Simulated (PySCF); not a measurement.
Species: BeMe(SeMe), C2H6BeSe.
Cartesian coordinates in Å at the PBE0-D3(BJ)/def2-SVP level; atoms count from 1:
```xyz
10
C2H6BeSe angstrom
Be     0.252   -0.841    0.345
C      0.326   -0.829    2.019
H     -0.668   -0.736    2.489
H      0.947   -0.004    2.409
H      0.772   -1.765    2.404
Se     0.176   -0.872   -1.691
C     -0.376    1.004   -1.940
H     -1.396    1.162   -1.569
H     -0.354    1.190   -3.021
H      0.322    1.692   -1.447
```

Jobs on this species (10 atoms, 56 electrons) with PySCF (density fitting). Hardware of each: one thread of an x86-64 server, shared host. Times come from a shared host and carry two figures at best.

```tsv
level and settings	work	basis functions	SCF cycles	wall time
delta-SCF UKS SCAN, pcX-2 on the ionised atom, pcseg-1 elsewhere, spin-free X2C	ΔSCF core ionisation, 3 holes	125	?	?
PBE0-D3(BJ)/def2-SVP, grid level 1	geometry optimisation from a GFN2-xTB start	99	45	17 s
wB97X-D/pcSseg-1	shieldings	117	12	7.3 s
CAM-B3LYP/def2-SVPD	10 singlets by full TDDFT, 4 Tamm–Dancoff triplets, polarisability	141	11	12 s
B3LYP/pcJ-1	spin–spin couplings from 8 perturbed nuclei, spin–dipole term left out	166	12	9.7 s
PBE0/pcSseg-1	shieldings, charges and field gradients	117	11	6.7 s
```

Problem. Fill in the missing figures.

Solution. 
- delta-SCF UKS SCAN, pcX-2 on the ionised atom, pcseg-1 elsewhere, spin-free X2C; ΔSCF core ionisation, 3 holes: 10 s, 50 SCF cycles

Problem. What do all jobs in the table cost together?

Solution. About 63 s; the longest takes about 27 % of that, and about 2.5 times as long as the shortest.
